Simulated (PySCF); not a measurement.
Simulated C 1s region for `CCOC(=O)[SiH3]`, binding energy against the vacuum level.

Every computed line was given a Gaussian of 0.5 eV full width at half maximum and an area set by the number of equivalent atoms; the highest printed point is 100. Computed, not measured: delta-SCF UKS SCAN, pcX-2 on the ionised atom, pcseg-1 elsewhere, spin-free X2C in PySCF.

(binding energy (eV), intensity): (290.2, 1), (290.3, 3), (290.4, 8), (290.5, 22), (290.6, 44), (290.7, 72), (290.8, 95), (290.9, 100), (291.0, 84), (291.1, 57), (291.2, 31), (291.3, 13), (291.4, 5), (291.5, 1), (291.6, 0), (291.7, 1), (291.8, 3), (291.9, 10), (292.0, 24), (292.1, 48), (292.2, 76), (292.3, 97), (292.4, 99), (292.5, 81), (292.6, 53), (292.7, 28), (292.8, 12), (292.9, 4), (293.0, 1), (293.1, 0), (293.2, 0), (293.3, 1), (293.4, 4), (293.5, 13), (293.6, 29), (293.7, 55), (293.8, 83), (293.9, 100), (294.0, 96), (294.1, 74), (294.2, 46), (294.3, 23), (294.4, 9), (294.5, 3), (294.6, 1)

**Question.** Count the maxima, the lines and the sites behind this envelope.

**Answer.** The curve has 3 maxima (at 290.9, 292.4 and 293.9 eV). Under it lie 3 lines from 3 inequivalent carbon sites.

**Question.** Decompose the envelope and assign each component. Numbering: `[CH3:1][CH2:2][O:3][C:4](=[O:5])[SiH3:6]`.

**Answer.** 
```
position (eV)  relative area  line  atoms                 environment
       290.87              1  C 1s     C1               methyl carbon
       292.36              1  C 1s     C2  sp3 carbon bound to oxygen
       293.93              1  C 1s     C4             carbonyl carbon
```

The listed C 1s values span 3.06 eV, from C1 (bonded to C and 3 H) to C4 (bonded to O (double bond), O and Si). The widest gap between neighbouring values is 1.57 eV, between 292.36 and 293.93 eV.

No satellites, vibrations or lifetime broadening are included. One conformer (not necessarily the lowest) at the GFN2-xTB geometry, without solvent, vibrations or thermal averaging.

The run took 2.5 min wall on one thread of an Arm Neoverse N1 (shared host), and the process peaked at 0.62 GiB of memory.

Shape of the structure used: `[CH3:1][CH2:2][O:3][C:4](=[O:5])[SiH3:6]`: C1–C2–O3–C4 84°, C2–O3–C4–O5 1°.
